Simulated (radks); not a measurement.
Spherical quantum dot in the effective-mass picture: electrons in a well V = -V0 / (1 + exp((r - R)/a)) with V0 = 22.7, R = 2.26, a = 0.27, all in effective atomic units (hartree* = m*/eps^2 hartree, bohr* = eps/m* bohr), one dielectric constant everywhere. Calculated with a radial shooting solver with Libxc functionals: non-relativistic Kohn-Sham, LDA (Slater exchange, Perdew-Wang correlation), spin-polarised, spherical densities. Levels are named by radial order and angular momentum (1s, 1p, 1d, 2s, ...), and open shells are averaged over m.

N = 25, configuration 1s2 1p6 1d10 2s2 1f(up 5, down 0). This is the lowest configuration that the search found. Occupied and some empty levels:

level,occupation,eigenvalue (hartree*),<r> (bohr*)
1s up,1,-5.5298,1.315
1s down,1,-5.4491,1.305
1p up,3,-4.7963,1.446
1p down,3,-4.7033,1.442
1d up,5,-3.7083,1.549
1d down,5,-3.6082,1.548
2s up,1,-2.4740,1.171
2s down,1,-2.4244,1.174
1f up,5,-2.3428,1.638
1f down,0,-2.2395,1.638
2p up,0,-0.90397,1.371
2p down,0,-0.84582,1.371
1g up,0,-0.74700,1.717
1g down,0,-0.64344,1.718

Energy (hartree*): total -275.872, kinetic 62.373, external -509.22, Hartree 188.78, exchange-correlation -17.808.
